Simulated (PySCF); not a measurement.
**Optical rotation: `C[C@H]1C[CH2][Ge@H]([F])[CH2]1`, C5H11FGe**

Geometry:
| atom | x (Å) | y (Å) | z (Å) |
| --- | --- | --- | --- |
| C1 | 1.979 | -0.978 | 0.117 |
| C2 | 0.792 | -0.044 | -0.085 |
| C3 | -0.306 | -0.708 | -0.931 |
| C4 | -1.486 | 0.251 | -1.096 |
| Ge5 | -1.579 | 1.121 | 0.695 |
| F6 | -1.435 | 2.874 | 0.466 |
| C7 | 0.188 | 0.396 | 1.252 |
| H8 | 2.752 | -0.490 | 0.706 |
| H9 | 2.407 | -1.265 | -0.842 |
| H10 | 1.668 | -1.881 | 0.638 |
| H11 | 1.131 | 0.850 | -0.621 |
| H12 | 0.097 | -0.999 | -1.903 |
| H13 | -0.638 | -1.615 | -0.419 |
| H14 | -2.388 | -0.271 | -1.404 |
| H15 | -1.263 | 1.011 | -1.845 |
| H16 | -2.810 | 1.097 | 1.589 |
| H17 | 0.063 | -0.463 | 1.911 |
| H18 | 0.819 | 1.122 | 1.759 |

Method: TDDFT B3LYP/def2-SVPD circular dichroism and optical rotation, one conformer, gas phase (PySCF 2.14.0). Geometry: GFN2-xTB.

The calculation is non-relativistic, which matters for the atoms heavier than Zn. States above about 7.7 eV (minus the energy of the highest occupied orbital) lie near or above the ionisation threshold and depend on the basis.

Stereocentres: C2 S, Ge5 S.

Give the optical rotatory dispersion at 633, 589.3, 546, 436, 405, 365, 355 nm.

[α] in deg dm⁻¹ (g/mL)⁻¹:
```csv
λ (nm),origin-invariant length gauge,modified velocity gauge,length gauge (centre of mass),isotropic polarisability (au)
633,-1.1,+2.2,-1.2,89.3
589.3,-1.0,+2.7,-1.1,89.6
546,-0.9,+3.5,-1.0,90.0
436,+1.0,+8.0,+0.8,91.7
405,+2.5,+10.8,+2.4,92.5
365,+6.5,+16.8,+6.3,93.9
355,+8.1,+19.0,+7.9,94.3
```

Where the gauges differ in sign the basis doesn't settle the rotation.

The first excitation lies at 6.61 eV (188 nm) with R = -10.0 × 10⁻⁴⁰ esu² cm² (velocity form).
